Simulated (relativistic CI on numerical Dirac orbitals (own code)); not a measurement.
## Tm63+: sensitivity of the levels to the model

Base calculation: Dirac-Coulomb-Breit CI, KLI orbitals optimised for each configuration, model QED, unscaled Slater integrals.

CI space (outside the closed core 1s2): 2s²2p², 2s2p³, 2p⁴, 2p³3s, 2p³3p, 2p³3d, 2s²2p3s, 2s²2p3p, 2s²2p3d, 2s2p²3s, 2s2p²3p, 2s2p²3d, 2s²2p4s, 2s²2p4p, 2s²2p4d, 2s²2p4f. Levels of other configurations are missing.

The lowest level and the first level of each name with at least 55 % of one term (blank where a level has no safe partner in the second run):

```tsv
Level	Base (eV)	Shift (eV)
2s²2p² ³P0	0.00	0.00
2s²2p² ³P1	1021.79	+14.72
2s²2p² ¹D2	1039.96	+21.35
2s²2p² ³P2	2082.15	+31.78
2s²2p² ¹S0	2139.28	+24.46
2s2p³ ³D°3	2330.61	+27.16
2s2p³ ³P°0	2386.52	+11.59
2s2p³ ¹D°2	2417.55	+22.49
2s2p³ ³P°1	2421.23	+15.33
2p⁴ ³P2	2704.16	+5.12
2p⁴ ¹S0	2764.74	-2.44
2p⁴ ³P1	3739.94	+15.09
2p⁴ ¹D2	3758.59	+21.58
2p⁴ ³P0	4826.44	+27.12
2s²2p3s ³P°0	8832.02	+26.66
2s²2p3s ³P°1	8835.57	+27.77
2s²2p3p ³D1	8911.92	+24.07
2s²2p3p ³P0	8955.66	+21.70
2s2p²3s ³P0	9113.51	+10.56
2s²2p3d ³F°2	9295.48	+29.07
2s²2p3s ³P°2	9893.95	+41.74
2s²2p3s ¹P°1	9902.38	+41.35
```

At this charge energies of transitions that change n are usually good to better than 1 %, and those within a shell (Δn = 0) to a few per cent.

One thing was changed in a second run, which moved the levels as shown. Which?
A. configuration mixing switched off
B. one mean potential for all configurations
C. QED terms removed
D. Breit term removed

D. Breit term removed. The Breit term mainly narrows fine-structure intervals, so removing it widens them.

LS names give the leading component of a level, which can be under half, so a name can repeat, a term be missing and a line seem to break the LS rules.
